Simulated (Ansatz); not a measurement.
Stepwise reaction of `[SiH3][Ge]([SiH3])([Cl])[Cl]` with water, as a gas-phase model of exchange steps in deposition or etching. ΔE in kJ/mol; ΔG adds harmonic PBE0-D4 terms to CCSD(T)/CBS, at 1 bar.

Isolated molecules relaxed with PBE0-D4/def2-TZVP in Ansatz; ΔE leaves out vibrations. CCSD(T)/CBS adds triple-zeta CCSD(T) − MP2 to the extrapolated MP2 energy (def2 sets, frozen cores). This one scheme is used for every species. DFT in def2-TZVPP. B3LYP here is the variant with VWN-RPA as its local correlation; programs differ in this. For Ge outer-core shells are correlated without core-valence functions, which leaves a few kJ/mol of doubt a bond. Scalar relativity is left out up to krypton. One conformer a species, not always the lowest.

| step | reaction | PBE-D4 | B3LYP-D4 | ωB97M-V | CCSD(T)/CBS | ΔG(500 K) |
| --- | --- | --- | --- | --- | --- | --- |
| 1 | `[SiH3][Ge]([SiH3])([Cl])[Cl]` + H₂O → `[OH][Ge]([SiH3])([Cl])[Cl]` + SiH₄ | -8.5 | -19.9 | -24.1 | -15.8 | -17.2 |
| 2 | `[OH][Ge]([SiH3])([Cl])[Cl]` + H₂O → `[OH][Ge]([OH])([Cl])[Cl]` + SiH₄ | 3.3 | -7.1 | -14.0 | -8.4 | -7.0 |

Question: By hand: ΔE of the 2 steps together at CCSD(T)/CBS.

Answer: (-15.8) + (-8.4) = -24.2 kJ/mol, or -12.1 kJ/mol a step.

In ΔE each step is higher than the one before. All are downhill at CCSD(T)/CBS. ΔG lies between -17.2 and -7.0 kJ/mol a step. PBE-D4 differs from CCSD(T)/CBS by 7.3 to 11.7 kJ/mol a step. Only this route is followed, and other bonds may react first. Isolated molecules leave out the surface, adducts and barriers. Largest T1 diagnostic: 0.011.
